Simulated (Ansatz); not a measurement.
Mulliken charges of `CC[SiH]Cl` radical from r2SCAN/def2-TZVPP in Ansatz (PBE0-D4/def2-TZVP geometry).

```tsv
atom	x (Å)	y (Å)	z (Å)	charge (e)
C1	-1.082	0.568	0.446	-0.131
C2	0.372	0.115	0.490	-0.160
Si3	1.120	-0.295	-1.180	0.351
Cl4	0.038	-1.817	-2.065	-0.261
H5	-1.198	1.481	-0.142	0.049
H6	-1.463	0.770	1.450	0.046
H7	-1.720	-0.195	-0.003	0.057
H8	1.011	0.883	0.941	0.055
H9	0.482	-0.782	1.111	0.062
H10	2.525	-0.779	-1.046	-0.069
```

By hand: the dipole of these point charges (1 e Å = 4.8032 D).

Σ q r = (0.153, 0.429, 0.240) e Å, of length 0.515 e Å = 2.47 D.

How does the dipole of the full density compare? (Best estimate.)

Computed: (0.032, 0.230, 0.318) e Å, 1.89 D; the point charges give 1.31 times that, at 27° from its direction.

Point charges leave out the atoms' own dipoles, such as those of lone pairs, and Mulliken's split depends on the basis, so the two needn't agree.
